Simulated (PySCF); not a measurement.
C7H7, charge +2, doublet, at a GFN2-xTB geometry of the parent state (a state made from the parent by changing its charge; the spin is typed, not shown lowest); HF/STO-3G (PySCF).

PySCF was given this input:
```python
from pyscf import gto, scf

mol = gto.Mole()
mol.atom = '''
    C    -0.89778043    0.15488425    0.97499411
    C     0.46716380   -0.48685912    0.94638473
    C     0.18622297   -1.42099308   -0.23235430
    C    -0.61151819   -0.76617072   -1.07094200
    C    -0.87271838    0.61297734   -0.46210311
    C     0.47160366    1.32455472   -0.46460967
    C     1.26622321    0.67229473    0.37069659
    H    -1.75834957   -0.28649947    1.44898567
    H     0.85657718   -0.95333849    1.84522476
    H     0.59435134   -2.41031444   -0.32200658
    H    -1.01378264   -1.09028466   -2.01248144
    H    -1.71921612    1.16099023   -0.86245625
    H     0.68949360    2.17690191   -1.07908083
    H     2.29574645    0.85841625    0.60941658
'''
mol.basis = 'sto-3g'
mol.charge = 2
mol.spin = 1
mol.verbose = 4
mol.build()

mf = scf.UHF(mol)
mf.kernel()
mf.analyze()
```

What the program printed (banner, timings and long lists left out):

```
PySCF version 2.14.0

[INPUT] verbose = 4
[INPUT] num. atoms = 14
[INPUT] num. electrons = 47
[INPUT] charge = 2
[INPUT] spin (= nelec alpha-beta = 2S) = 1
[INPUT] symmetry False subgroup None
[INPUT] Mole.unit = angstrom
[INPUT] Symbol           X                Y                Z      unit          X                Y                Z       unit  Magmom
[INPUT]  1 C     -0.897780430000   0.154884250000   0.974994110000 AA   -1.696559132694   0.292688813509   1.842471840964 Bohr   0.0
[INPUT]  2 C      0.467163800000  -0.486859120000   0.946384730000 AA    0.882811637311  -0.920030398047   1.788407948170 Bohr   0.0
[INPUT]  3 C      0.186222970000  -1.420993080000  -0.232354300000 AA    0.351910411403  -2.685287746102  -0.439085990865 Bohr   0.0
[INPUT]  4 C     -0.611518190000  -0.766170720000  -1.070942000000 AA   -1.155601899290  -1.447852825461  -2.023787075294 Bohr   0.0
[INPUT]  5 C     -0.872718380000   0.612977340000  -0.462103110000 AA   -1.649198722074   1.158359293164  -0.873248319210 Bohr   0.0
[INPUT]  6 C      0.471603660000   1.324554720000  -0.464609670000 AA    0.891201756742   2.503045657800  -0.877985031125 Bohr   0.0
[INPUT]  7 C      1.266223210000   0.672294730000   0.370696590000 AA    2.392815079468   1.270452914688   0.700515030410 Bohr   0.0
[INPUT]  8 H     -1.758349570000  -0.286499470000   1.448985670000 AA   -3.322799118547  -0.541405533133   2.738186074719 Bohr   0.0
[INPUT]  9 H      0.856577180000  -0.953338490000   1.845224760000 AA    1.618696274752  -1.801548650106   3.486969434666 Bohr   0.0
[INPUT] 10 H      0.594351340000  -2.410314440000  -0.322006580000 AA    1.123161254368  -4.554834165684  -0.608504246508 Bohr   0.0
[INPUT] 11 H     -1.013782640000  -1.090284660000  -2.012481440000 AA   -1.915771539439  -2.060339405215  -3.803038752370 Bohr   0.0
[INPUT] 12 H     -1.719216120000   1.160990230000  -0.862456250000 AA   -3.248847615737   2.193953567996  -1.629806106919 Bohr   0.0
[INPUT] 13 H      0.689493600000   2.176901910000  -1.079080830000 AA    1.302954068640   4.113748409943  -2.039167234968 Bohr   0.0
[INPUT] 14 H      2.295746450000   0.858416250000   0.609416580000 AA    4.338332041942   1.622171613376   1.151630431969 Bohr   0.0

nuclear repulsion = 279.889009401436
number of shells = 28
number of NR pGTOs = 126
number of NR cGTOs = 42
basis = sto-3g
ecp = {}

******** <class 'pyscf.scf.uhf.UHF'> ********
method = UHF
initial guess = minao
damping factor = 0
level_shift factor = 0
DIIS = <class 'pyscf.scf.diis.CDIIS'>
diis_start_cycle = 1
diis_space = 8
diis_damp = 0
SCF conv_tol = 1e-09
SCF conv_tol_grad = None
SCF max_cycles = 50
direct_scf = True
direct_scf_tol = 1e-13
number electrons alpha = 24  beta = 23
Set gradient conv threshold to 3.16228e-05
init E= -268.147404473172

cycle= 1 E= -264.947063211156  delta_E=  3.2  |g|= 0.399  |ddm|= 3.51
cycle= 2 E= -265.077113695652  delta_E= -0.13  |g|= 0.0881  |ddm|= 0.68
cycle= 3 E= -265.086643131669  delta_E= -0.00953  |g|= 0.0384  |ddm|= 0.174
cycle= 4 E= -265.08998519036  delta_E= -0.00334  |g|= 0.0208  |ddm|=  0.1
cycle= 5 E= -265.091964491778  delta_E= -0.00198  |g|= 0.0178  |ddm|= 0.0777
cycle= 6 E= -265.094110457434  delta_E= -0.00215  |g|= 0.0109  |ddm|= 0.112
cycle= 7 E= -265.095072473112  delta_E= -0.000962  |g|= 0.00663  |ddm|= 0.0801
cycle= 8 E= -265.095455302174  delta_E= -0.000383  |g|= 0.00272  |ddm|= 0.065
cycle= 9 E= -265.095497750135  delta_E= -4.24e-05  |g|= 0.00169  |ddm|= 0.027
cycle= 10 E= -265.095503092692  delta_E= -5.34e-06  |g|= 0.00106  |ddm|= 0.00788
cycle= 11 E= -265.095508231921  delta_E= -5.14e-06  |g|= 0.000672  |ddm|= 0.00731
cycle= 12 E= -265.095511627449  delta_E= -3.4e-06  |g|= 0.000658  |ddm|= 0.00654
cycle= 13 E= -265.095515308401  delta_E= -3.68e-06  |g|= 0.000312  |ddm|= 0.0077
cycle= 14 E= -265.095516931476  delta_E= -1.62e-06  |g|= 0.000148  |ddm|= 0.00738
cycle= 15 E= -265.095517074414  delta_E= -1.43e-07  |g|= 4.85e-05  |ddm|= 0.00194
cycle= 16 E= -265.095517087918  delta_E= -1.35e-08  |g|= 2.39e-05  |ddm|= 0.000505
cycle= 17 E= -265.095517089757  delta_E= -1.84e-09  |g|= 7.17e-06  |ddm|= 0.000151
cycle= 18 E= -265.095517089905  delta_E= -1.48e-10  |g|= 2.64e-06  |ddm|= 3.33e-05
Extra cycle  E= -265.095517089919  delta_E= -1.32e-11  |g|= 1.57e-06  |ddm|= 5.28e-06
converged SCF energy = -265.095517089919  <S^2> = 0.76060382  2S+1 = 2.0105759
**** SCF Summaries ****
Total Energy =                        -265.095517089918530
Nuclear Repulsion Energy =             279.889009401436397
One-electron Energy =                 -890.250042777175167
Two-electron Energy =                  345.265516285820240
Two-electron Coulomb Energy =          383.324833152244764
DFT Exchange-Correlation Energy =      -38.059316866424524
**** MO energy ****
                             alpha | beta                alpha | beta
MO #1   energy= -11.6812658008234  | -11.6796601274001  occ= 1 | 1
MO #2   energy= -11.6261290722628  | -11.6138538556908  occ= 1 | 1
MO #3   energy= -11.6251958826856  | -11.6133220979359  occ= 1 | 1
MO #4   energy= -11.5693632798868  | -11.5710364277147  occ= 1 | 1
MO #5   energy= -11.5691971800787  | -11.570868604183   occ= 1 | 1
MO #6   energy= -11.5164697325422  | -11.5153169492727  occ= 1 | 1
MO #7   energy= -11.5156187542107  | -11.5144947347688  occ= 1 | 1
MO #8   energy= -1.70565237451336  | -1.68255435993837  occ= 1 | 1
MO #9   energy= -1.51627662950682  | -1.46260798357382  occ= 1 | 1
MO #10  energy= -1.42757662348306  | -1.4204489973238   occ= 1 | 1
MO #11  energy= -1.39701055126852  | -1.38711746816115  occ= 1 | 1
MO #12  energy= -1.22300708257216  | -1.21220396465983  occ= 1 | 1
MO #13  energy= -1.21137631604776  | -1.18700796267291  occ= 1 | 1
MO #14  energy= -1.16590705984383  | -1.15980523666749  occ= 1 | 1
MO #15  energy= -1.11996650566203  | -1.11480074823307  occ= 1 | 1
MO #16  energy= -1.07168385638728  | -1.06143846703291  occ= 1 | 1
MO #17  energy= -1.054650170184    | -1.02608220364463  occ= 1 | 1
MO #18  energy= -1.01311963399842  | -1.00220097500878  occ= 1 | 1
MO #19  energy= -0.969457138987912 | -0.966076461033151 occ= 1 | 1
MO #20  energy= -0.956701488615996 | -0.947269557310097 occ= 1 | 1
MO #21  energy= -0.948132696325856 | -0.942162783950768 occ= 1 | 1
MO #22  energy= -0.893728156131709 | -0.890588571327322 occ= 1 | 1
MO #23  energy= -0.866648257794599 | -0.766176905618574 occ= 1 | 1
MO #24  energy= -0.767784096691533 | -0.40553240199091  occ= 1 | 0
MO #25  energy= -0.36394651067038  | -0.349349896767859 occ= 0 | 0
MO #26  energy= -0.276983895691308 | -0.172402911931063 occ= 0 | 0
MO #27  energy= -0.141303432661299 | -0.0829409868250953 occ= 0 | 0
MO #28  energy= 0.0693919795990077 | 0.079275566565628  occ= 0 | 0
MO #29  energy= 0.101957705837544  | 0.107519518685991  occ= 0 | 0
MO #30  energy= 0.11382403017334   | 0.11823268415704   occ= 0 | 0
MO #31  energy= 0.138925013549877  | 0.144035613951181  occ= 0 | 0
MO #32  energy= 0.180222283096271  | 0.201838275668004  occ= 0 | 0

To work with the spin densities directly, `use mulliken_meta_spin()` only printing them here.

 ** Mulliken spin pop alpha/beta on meta-lowdin orthogonal AOs **
 ** Mulliken Spin Density (per AO)  **
spin_pop of  0 C 1s        0.00000
spin_pop of  0 C 2s        0.00971
spin_pop of  0 C 2px       0.00578
spin_pop of  0 C 2py       0.02023
spin_pop of  0 C 2pz       0.01000
spin_pop of  1 C 1s        0.00000
spin_pop of  1 C 2s       -0.00812
spin_pop of  1 C 2px      -0.01264
spin_pop of  1 C 2py      -0.01629
spin_pop of  1 C 2pz      -0.00998
spin_pop of  2 C 1s       -0.00000
spin_pop of  2 C 2s        0.00532
spin_pop of  2 C 2px       0.01443
spin_pop of  2 C 2py       0.01967
spin_pop of  2 C 2pz      -0.00816
spin_pop of  3 C 1s       -0.00000
spin_pop of  3 C 2s        0.00532
spin_pop of  3 C 2px      -0.01064
spin_pop of  3 C 2py       0.04470
spin_pop of  3 C 2pz      -0.00811
spin_pop of  4 C 1s        0.00000
spin_pop of  4 C 2s       -0.00812
spin_pop of  4 C 2px      -0.01846
spin_pop of  4 C 2py      -0.01315
spin_pop of  4 C 2pz      -0.00731
spin_pop of  5 C 1s       -0.00001
spin_pop of  5 C 2s        0.03091
spin_pop of  5 C 2px       0.04959
spin_pop of  5 C 2py       0.18495
spin_pop of  5 C 2pz       0.25346
spin_pop of  6 C 1s       -0.00001
spin_pop of  6 C 2s        0.03091
spin_pop of  6 C 2px       0.04874
spin_pop of  6 C 2py       0.18267
spin_pop of  6 C 2pz       0.25658
spin_pop of  7 H 1s        0.00064
spin_pop of  8 H 1s        0.00389
spin_pop of  9 H 1s       -0.00219
spin_pop of  10 H 1s       -0.00219
spin_pop of  11 H 1s        0.00389
spin_pop of  12 H 1s       -0.02801
spin_pop of  13 H 1s       -0.02801
 ** Mulliken Spin Density (per atom)  **
spin density of  0 C =      0.04571
spin density of  1 C =     -0.04703
spin density of  2 C =      0.03127
spin density of  3 C =      0.03127
spin density of  4 C =     -0.04703
spin density of  5 C =      0.51889
spin density of  6 C =      0.51889
spin density of  7 H =      0.00064
spin density of  8 H =      0.00389
spin density of  9 H =     -0.00219
spin density of  10 H =     -0.00219
spin density of  11 H =      0.00389
spin density of  12 H =     -0.02801
spin density of  13 H =     -0.02801
 ** Mulliken pop alpha/beta on meta-lowdin orthogonal AOs **
 ** Mulliken pop       alpha | beta **
In total            24.00000 | 23.00000
 ** Mulliken atomic charges   ( Nelec_alpha | Nelec_beta ) **
charge of  0C =      0.36015  (     2.84278      2.79707 )
charge of  1C =      0.00689  (     2.97304      3.02007 )
charge of  2C =      0.05732  (     2.98698      2.95570 )
charge of  3C =      0.05732  (     2.98698      2.95570 )
charge of  4C =      0.00689  (     2.97304      3.02007 )
charge of  5C =      0.21078  (     3.15405      2.63517 )
charge of  6C =      0.21078  (     3.15405      2.63517 )
charge of  7H =      0.18142  (     0.40961      0.40897 )
charge of  8H =      0.14191  (     0.43099      0.42710 )
charge of  9H =      0.14377  (     0.42702      0.42921 )
charge of  10H =      0.14377  (     0.42702      0.42921 )
charge of  11H =      0.14191  (     0.43099      0.42710 )
charge of  12H =      0.16854  (     0.40172      0.42973 )
charge of  13H =      0.16854  (     0.40172      0.42973 )

WARN: System has nonzero charge 2; the dipole moment is origin-dependent.
Location of origin: [0. 0. 0.]

Dipole moment(X, Y, Z, Debye):  0.01345,  1.87654,  1.45253
```
